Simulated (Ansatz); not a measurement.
BeBr₂⁺. Total charge 1; doublet. Geometry PBE-D4/def2-TZVP, that of the neutral singlet; atoms count from 1.

```tsv
atom	x (Å)	y (Å)	z (Å)
Be1	0.000	0.000	0.000
Br2	-0.119	-0.893	1.741
Br3	0.119	0.893	-1.741
```

The structure comes from a short search, and lower isomers may exist.

Question: Estimate the Mulliken populations from the PBE0/def2-TZVP orbitals of Ansatz.

Answer: 
```json
{"atom": "Be1", "charge (e)": "0.35", "spin (α − β)": "-0.07"}
{"atom": "Br2", "charge (e)": "0.33", "spin (α − β)": "0.53"}
{"atom": "Br3", "charge (e)": "0.33", "spin (α − β)": "0.53"}
```
Mulliken values and Mayer orders depend strongly on the basis.

Question: Where does the spin sit?

Answer: Summed by element: Be -0.07, Br 1.07, of 1 unpaired in all. Largest on single atoms: Br2 0.53, Br3 0.53, Be1 -0.07.

Question: And the Mayer bond orders between bonded heavy atoms (over 0.3)?

Answer: Be1–Br2 1.26 (1.96 Å); Be1–Br3 1.26 (1.96 Å). Values over 0.3 also appear between atoms too far apart for a bond (Br2–Br3 0.41 at 3.92 Å); they arise where an orbital or an unpaired electron spreads over both atoms.
